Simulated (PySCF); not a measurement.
H5NO3Si, SMILES N[Si](O)(O)O. Atoms are numbered in the order given.

```xyz
10

N      1.5912    -0.5831    -0.1390
Si    -0.0145     0.0095    -0.0161
O     -0.0285     1.2826     1.0504
O     -0.6131     0.5823    -1.4427
O     -1.0050    -1.2401     0.4486
H      1.7562    -1.4349    -0.6662
H      2.3433     0.0809    -0.2943
H      0.3730     1.1269     1.9102
H     -1.5121     0.9248    -1.4174
H     -0.7236    -1.7478     1.2153
```

The structure is a stationary point at ωB97X-D3(BJ)/def2-SVP. The geometry has at least one imaginary mode, so it is a saddle point at that level. One conformer was computed; it need not be the lowest.

Two levels are set side by side: PBE/pcSseg-1 (PySCF) and HF/pcSseg-1 (PySCF). GIAO shifts against H2O (¹⁷O), NH3 (¹⁵N), TMS (²⁹Si), TMS (¹H) at the same level; non-relativistic, no solvent, atoms listed together averaged. Differences are taken from unrounded values.

| quantity | HF | PBE | PBE minus HF |
|---|---|---|---|
| δ(¹⁵N) of N1 (ppm) | 15.2 | 26.7 | 11.5 |
| δ(²⁹Si) of Si2 (ppm) | -59.7 | -52.1 | 7.6 |
| δ(¹H) of H6, H7 (ppm) | 1.03 | 0.61 | -0.42 |

Rough cost on one machine, each run with all the roots and properties that it gave: HF against PBE within a factor of 2.
